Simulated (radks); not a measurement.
Values are calculated unless marked as measured or tabulated.
Question: The mean radii <r> (bohr) of the occupied orbitals of an atom or ion are listed with their occupations. Level of theory: scalar-relativistic Kohn-Sham, PBE, spin-unpolarised, spherical densities, point nucleus (a radial shooting solver on a logarithmic mesh with Libxc functionals).

orbital  occ.      <r>
1s          2  0.01658
2s          2  0.06990
2p          6  0.06327
3s          2   0.1805
3p          6   0.1820
3d         10   0.1648
4s          2   0.3980
4p          6   0.4233
4d         10   0.4442
4f         14   0.4626
5s          2   0.8260
5p          1   0.8999

Name the element and its charge.

Answer: Z = 80, mercury, charge +17: Hg17+ in [Kr] 4d10 4f14 5s2 5p1. The 1s radius gives Z: for a bare nucleus <r> = (2 gamma + 1)/(2Z) with gamma = sqrt(1 - (Z/c)^2), 0.0164 bohr for Z = 80, and screening makes it slightly larger (0.01658 here). The occupations add up to 63, and the charge is Z minus that.
